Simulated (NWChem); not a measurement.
GaHOCl2; SMILES [OH][Ga]([Cl])[Cl]

```xyz
5

Ga    -0.2805    -0.0332     0.0000
Cl     0.7210     1.8493     0.0000
Cl     0.8294    -1.8392     0.0000
O     -2.0431    -0.1240     0.0000
H     -2.4744     0.7381     0.0000
```
Atoms are numbered in this order, from 1.

Results from NWChem. Pople sets run with spherical d functions. Coordinates come from a PBE0/def2-SVP optimisation. GIAO values for the isolated, static molecule; σ is the absolute isotropic shielding, δ = σ(reference) − σ with the isolated reference molecule computed at the same levels (1H: tetramethylsilane, 17O: water).

| level | σ Ga1 (ppm) | σ Cl2 (ppm) | σ Cl3 (ppm) | δ O4 (ppm) | δ H5 (ppm) |
|---|---|---|---|---|---|
| PBE/pcSseg-1 | (withheld) | (withheld) | (withheld) | (withheld) | 3.01 |
| KT2/pcSseg-1 | 1406.6 | 852.3 | 885.8 | 109.6 | 3.00 |
| B3LYP/6-31G* | 1624.1 | 895.7 | 922.1 | 95.2 | 2.74 |
| PBE0/pcSseg-1 | 1411.7 | 897.9 | 923.3 | 87.6 | 2.65 |

Question: Complete the blanks.

Answer: 
- PBE/pcSseg-1, σ Ga1 (ppm): 1347.6
- PBE/pcSseg-1, σ Cl2 (ppm): 842.3
- PBE/pcSseg-1, σ Cl3 (ppm): 874.8
- PBE/pcSseg-1, δ O4 (ppm): 112.6
